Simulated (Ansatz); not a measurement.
`O[SiH](Cl)[O][GeH3]` + `C[SiH](O)O` → `C[Si@@H](O)O[Si@H](O)Cl` + `[OH][GeH3]`  (ligand exchange at the Si–O bond)

Isolated molecules relaxed with PBE0-D4/def2-TZVP in Ansatz; ΔE leaves out vibrations. CCSD(T)/CBS is the MP2 limit (def2-TZVPP, def2-QZVPP) plus CCSD(T) − MP2 in def2-TZVPP, frozen cores. Functionals use def2-TZVPP. For Ge outer-core shells are correlated without core-valence functions, which leaves a few kJ/mol of doubt a bond. Scalar relativity is left out up to krypton. One conformer a species, not always the lowest.

```csv
level,ΔE (kcal/mol)
PBE-D4,-1.1
MP2/def2-TZVPP,-0.3
```

(1) What does CCSD(T)/CBS give? (Estimate.)

Largest T1 diagnostic among the species: 0.011.

Results:

(1) Ansatz gave: -0.4 kcal/mol. The listed levels differ from it by -0.7, 0.1 kcal/mol.

In def2-TZVPP, CCSD(T) changes the Hartree–Fock value by −1.4 kcal/mol (the triples alone add −0.3 kcal/mol) and MP2 by −1.2 kcal/mol. The D4 term adds −1.3 kcal/mol with B3LYP and −0.8 kcal/mol with PBE0; it sums over pairs of atoms, weighted by their polarisabilities, and B3LYP, whose exchange is more repulsive, gets the larger term.

B3LYP here is the variant with VWN-RPA as its local correlation; programs differ in this.
